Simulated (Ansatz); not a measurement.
Start from `C[N]([GeH3])[InH2]` and change one atom or group to get `C[N]([GeH3])[SiH2]F`.

Ansatz, PBE0-D4/def2-TZVP geometries, multiplicity 1. Each molecule was computed in one conformer, which needn't be the lowest.

Elements past krypton have def2 core potentials. Scalar relativity is left out up to krypton.

```
                                                                                  property  `C[N]([GeH3])[InH2]`
                                                       HOMO energy (B3LYP/def2-TZVPP) / eV                 -6.30
                                            zero-point energy (PBE0-D4/def2-TZVP) / kJ/mol                 206.5
                                                       HOMO–LUMO gap (PBE/def2-TZVPP) / eV                  3.32
                                                        LUMO energy (PBE0/def2-TZVPP) / eV                 -1.33
ideal-gas entropy at 298 K and 1 bar (rigid rotor, harmonic PBE0-D4/def2-TZVP) / J/(mol·K)                   382
                                          size of the dipole moment (B3LYP/def2-TZVPP) / D                  0.54
```

**Question.** What does the change do to each property? (An estimate is asked.)

**Answer.** The calculation gave: 
```tsv
property	`C[N]([GeH3])[SiH2]F`	shift
HOMO energy (B3LYP/def2-TZVPP) / eV	-7.11	-0.81
zero-point energy (PBE0-D4/def2-TZVP) / kJ/mol	231.9	25.4
HOMO–LUMO gap (PBE/def2-TZVPP) / eV	5.43	2.11
LUMO energy (PBE0/def2-TZVPP) / eV	0.25	1.58
ideal-gas entropy at 298 K and 1 bar (rigid rotor, harmonic PBE0-D4/def2-TZVP) / J/(mol·K)	382	0
size of the dipole moment (B3LYP/def2-TZVPP) / D	1.95	1.41
```

With PBE0 the HOMO falls by 0.86 eV and the LUMO rises by 1.58 eV, so the gap widens by about 2.44 eV. PBE moves the HOMO by -0.69 eV and ωB97M-V by -0.92 eV. The zero-point energy changes by 25.4 kJ/mol with +3 modes. Dipoles are sizes alone; their direction can turn. Modes under 60 cm⁻¹, often nearly free rotors, make the harmonic entropy too high.

B3LYP here is the variant with VWN-RPA as its local correlation; programs differ in this.
